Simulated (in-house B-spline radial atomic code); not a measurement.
A run on the technetium ion Tc⁵⁺ (an excited or competing configuration) that did not converge. Method: scalar-relativistic (X2C) wB97X, spin-polarised, spherical fractional occupations, exact exchange averaged over the configuration, Fermi nucleus of rms radius 4.41117 fm; computed with an all-electron radial atomic-structure program (B-spline basis).

Command:
```bash
python run_scf.py task.json out
```
Settings (nuclear radius in fm, mass in u):
```
Z                43
configuration    [Ar] 3d10 4s2 4p5 4d2 5f1
hamiltonian      x2c
method           wb97x
spin_polarised   True
nucleus          fermi
rms_radius       4.41117
atomic_mass      96.90636
speed_of_light   137.035999084
exact_exchange   averaged over the configuration
```

First and last ten iterations of the last attempt (damped for 15 steps, keeping 80 % of the old Fock matrix, then DIIS):
```
 iter        energy (Eh)    residual
    1       -4269.697925    5.94e-01
    2       -4275.240811    2.76e-01
    3       -4275.895340    1.86e-01
    4       -4276.214985    1.24e-01
    5       -4276.370149    8.41e-02
    6       -4276.445838    6.18e-02
    7       -4276.483062    4.56e-02
    8       -4276.501598    3.38e-02
    9       -4276.510982    2.51e-02
   10       -4276.515772    1.87e-02
  111       -4276.521386    3.29e-06
  112       -4276.521386    4.69e-06
  113       -4276.521386    2.81e-06
  114       -4276.521386    3.87e-06
  115       -4276.521386    5.95e-06
  116       -4276.521386    7.83e-06
  117       -4276.521386    9.74e-06
  118       -4276.521386    8.25e-06
  119       -4276.521386    7.37e-06
  120       -4276.521386    1.10e-05
 not converged after 120 iterations
```

The smallest residual met was 2.4e-06; the threshold is about 4e-07. Over the last five steps the energy moves by less than 1e-08 hartree, but the orbitals didn't meet the threshold. Time taken, with all properties: 46 s on 1 thread of Intel(R) Xeon(R) Platinum 8259CL CPU @ 2.50GHz, with other jobs on the host.
